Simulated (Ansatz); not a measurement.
Geometry optimisation, UKS PBE/STO-3G in Ansatz.

Input file:

```yaml
crystal:
  periodic: [false, false, false]
  atoms:
    - { symbol: C, position_ang: [-1.8676, 0.9745, -0.4625] }
    - { symbol: Al, position_ang: [-0.8074, 0.188, 0.9518] }
    - { symbol: C, position_ang: [0.6904, -1.0033, 0.4362] }
    - { symbol: Cl, position_ang: [0.1361, -2.3892, -0.4447] }
    - { symbol: C, position_ang: [1.7596, -0.2811, -0.4225] }
    - { symbol: F, position_ang: [2.7787, -1.1253, -0.751] }
    - { symbol: F, position_ang: [2.3237, 0.7891, 0.3056] }
    - { symbol: H, position_ang: [-2.9316, 0.7121, -0.363] }
    - { symbol: H, position_ang: [-1.8524, 2.1412, -0.3523] }
    - { symbol: H, position_ang: [-1.5362, 0.7001, -1.4435] }
    - { symbol: H, position_ang: [-1.1311, 0.4832, 2.5107] }
    - { symbol: H, position_ang: [1.2213, -1.3621, 1.3998] }
    - { symbol: H, position_ang: [1.2371, 0.138, -1.3499] }
magnetization:
  spin_polarized: true
basis:
  gaussian: { orbitals: STO-3G }
hamiltonian:
  xc: pbe
relax:
  f_tol: 0.02
  max_steps: 50
```

Command:

```bash
$ ansatz run input.yaml --threads 1 --pin off --max-ram 2048MiB --backend cpu --events-out ev --progress --plain --runs-dir out
```

Problem. Where does it end, and by what steps?

Solution. The run converged. Limits of this set-up: minimal basis. After 17 steps the energy has fallen by 1.924 eV; F7 moved furthest, 1.17 Å. Joined: Al2–F7.

| step | energy less start (eV) | largest force component (eV/Å) | accepted |
| --- | --- | --- | --- |
| 0 | 0.0000 | 4.347 | yes |
| 1 | -0.5704 | 1.459 | yes |
| 2 | -0.6692 | 0.392 | yes |
| 3 | -0.6858 | 0.146 | yes |
| 4 | -0.6998 | 0.430 | yes |
| 5 | -0.7314 | 0.781 | yes |
| 6 | -0.8702 | 0.947 | yes |
| 7 | -1.2033 | 0.969 | yes |
| 8 | -1.6147 | 1.007 | yes |
| 9 | -1.7950 | 1.068 | yes |
| 10 | -1.8825 | 0.313 | yes |
| 11 | -1.9056 | 0.136 | yes |
| 12 | -1.9124 | 0.071 | yes |
| 13 | -1.9197 | 0.170 | yes |
| 14 | -1.9226 | 0.098 | yes |
| 15 | -1.9235 | 0.038 | yes |
| 16 | -1.9236 | 0.030 | yes |
| 17 | -1.9237 | 0.005 | yes |

```xyz
13
Properties=species:S:1:pos:R:3
C -1.803 1.027 -0.359
Al -0.428 0.407 0.827
C 0.550 -1.241 0.347
Cl -0.146 -2.441 -0.888
C 1.684 -0.379 -0.322
F 2.965 -0.485 0.183
F 1.201 1.018 0.074
H -2.800 0.687 -0.032
H -1.849 2.129 -0.402
H -1.673 0.669 -1.395
H -0.340 0.812 2.279
H 0.990 -1.858 1.161
H 1.671 -0.379 -1.457
```

Time of the run: 77 s on 1 thread of Intel(R) Xeon(R) 6975P-C (Granite Rapids), with other jobs on the host, peak memory 0.2 GiB.
